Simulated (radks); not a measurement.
Values are calculated unless marked as measured or tabulated.
All-electron atom: Tl II in [Hg] (the NIST ground configuration). Code: a radial shooting solver on a logarithmic mesh with Libxc functionals. Model: non-relativistic Kohn-Sham, LDA (Slater exchange, Perdew-Wang correlation), spin-unpolarised, spherical densities, point nucleus; relativity is left out, which matters for an element this heavy. Some entries of the table are withheld. Estimate them.

orbital  occ.  eigenvalue (hartree)  r(max) (bohr)  <1/r> (bohr^-1)
1s          2             -2827.835        0.01241            80.41
2s          2             -475.2184            (1)            18.95
2p          6             -457.5211        0.05223              (2)
3s          2             -112.7870         0.1839            7.359
3p          6             -104.3642         0.1728            7.318
3d         10             -88.59313         0.1355              (3)
4s          2             -24.73623         0.4086            3.234
4p          6             -21.06179         0.4072            3.150
4d         10             -14.27355         0.3985            2.973
4f         14              -5.10043         0.3524            2.651
5s          2              -4.07616         0.8933            1.370
5p          6              -2.86342         0.9420            1.260
5d         10              -0.93819          1.105           0.9689
6s          2              -0.52258          2.303           0.4703

Answer. 
(1) 2s r(max) (bohr): 0.06740
(2) 2p <1/r> (bohr^-1): 18.99
(3) 3d <1/r> (bohr^-1): 7.255
